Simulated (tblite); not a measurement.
Compound: C5H8BF2 (charge +1).
Atom-mapped SMILES: `[CH2:1]=[CH:2][C+:3]([CH3:4])[CH2:5][B:6]([F:7])[F:8]` (hydrogens: H9, H10 on C1; H11 on C2; H12, H13, H14 on C4; H15, H16 on C5)
Bond orders are those of one Lewis drawing.

Computed with GFN2-xTB (tblite), gas phase: L-BFGS steps from a force-field or distance-geometry start until the largest atomic force falls under 0.01 eV/Å.

Step 2: E = -682.1927 eV
```
atom  x, y, z in Å  |  force x, y, z in eV/Å
C1     -2.1491    1.0657   -0.2755   -0.617   0.158   0.414
C2     -0.9783    0.5846   -0.7154    0.445   0.188  -0.809
C3     -0.1258   -0.3086    0.0088    0.402  -0.406   0.206
C4     -0.4697   -0.7738    1.3736   -0.064   0.213  -0.186
C5      1.1169   -0.7732   -0.6049   -0.104   0.222   0.122
B6      2.3439    0.4291   -0.4850   -2.392  -2.294   0.065
F7      2.6794    0.7610    0.6811    0.739   0.699   1.572
F8      2.7967    0.9056   -1.5473    0.991   0.990  -1.643
H9     -2.5464    0.7924    0.6985   -0.014   0.105  -0.217
H10    -2.7604    1.7463   -0.8714    0.301  -0.295   0.217
H11    -0.6757    0.9256   -1.7238    0.130  -0.438   0.642
H12    -0.6104    0.0716    2.0605   -0.108  -0.104  -0.199
H13     0.2777   -1.4271    1.8153    0.125   0.014  -0.179
H14    -1.4211   -1.3318    1.3641    0.209   0.270  -0.073
H15     0.9888   -0.9855   -1.6712    0.074   0.305   0.047
H16     1.5259   -1.6727   -0.1186   -0.118   0.374   0.024
```

Step 3: E = -682.3166 eV
```
atom  x, y, z in Å  |  force x, y, z in eV/Å
C1     -2.1566    1.0684   -0.2717    0.198  -0.130   0.019
C2     -0.9759    0.5885   -0.7255   -0.002  -0.032   0.109
C3     -0.1225   -0.3121    0.0113   -0.028  -0.028   0.021
C4     -0.4719   -0.7726    1.3740    0.106   0.090  -0.186
C5      1.1199   -0.7719   -0.6046   -0.062   0.121   0.038
B6      2.3181    0.4045   -0.4851   -0.499  -0.424  -0.118
F7      2.6888    0.7698    0.7071    0.042   0.035  -0.503
F8      2.8095    0.9185   -1.5731   -0.067  -0.101   0.614
H9     -2.5457    0.7929    0.6965   -0.092   0.052  -0.023
H10    -2.7578    1.7440   -0.8700    0.141  -0.145   0.121
H11    -0.6759    0.9233   -1.7193    0.220  -0.293   0.265
H12    -0.6106    0.0725    2.0606   -0.117  -0.094  -0.194
H13     0.2801   -1.4286    1.8155    0.020   0.095  -0.208
H14    -1.4213   -1.3318    1.3634    0.178   0.264  -0.061
H15     0.9887   -0.9845   -1.6725    0.061   0.276   0.083
H16     1.5256   -1.6719   -0.1181   -0.099   0.313   0.024
```

Q: Estimate the geometry and energy of step 4. (The exact step hangs on the optimiser's Hessian estimate; all steps are aligned on step 3, rigid shifts and turns removed.)

A: E = -682.3459 eV, largest force 0.517 eV/Å
```
atom  x, y, z in Å  |  force x, y, z in eV/Å
C1     -2.1549    1.0667   -0.2705    0.236  -0.138  -0.005
C2     -0.9738    0.5871   -0.7243   -0.093  -0.038   0.202
C3     -0.1223   -0.3131    0.0116   -0.070   0.029  -0.005
C4     -0.4698   -0.7708    1.3703    0.099   0.050  -0.115
C5      1.1172   -0.7697   -0.6037   -0.034   0.083  -0.011
B6      2.3091    0.3965   -0.4863   -0.403  -0.321  -0.040
F7      2.6896    0.7704    0.6983    0.025   0.017  -0.346
F8      2.8087    0.9172   -1.5632   -0.041  -0.073   0.397
H9     -2.5473    0.7940    0.6957   -0.090   0.029   0.019
H10    -2.7552    1.7412   -0.8677    0.113  -0.105   0.078
H11    -0.6721    0.9179   -1.7142    0.237  -0.235   0.140
H12    -0.6127    0.0704    2.0569   -0.106  -0.018  -0.144
H13     0.2800   -1.4266    1.8116    0.063   0.062  -0.178
H14    -1.4178   -1.3268    1.3624    0.096   0.200  -0.073
H15     0.9900   -0.9795   -1.6706    0.035   0.245   0.021
H16     1.5237   -1.6660   -0.1178   -0.067   0.214   0.059
```

The energy changes by -0.0293 eV. The first-order estimate −F·Δx gives -0.0340 eV and the mean of the old and new forces, exact on a quadratic surface, -0.0293 eV. The step makes an angle of 10° with the force vector and moves no atom by more than 0.012 Å.

What follows is the cost of the whole relaxation. The run took 0.87 s wall on an Arm Neoverse N1 with one thread, no GPU, shared host with 64 logical CPUs at a one-minute load of 58.
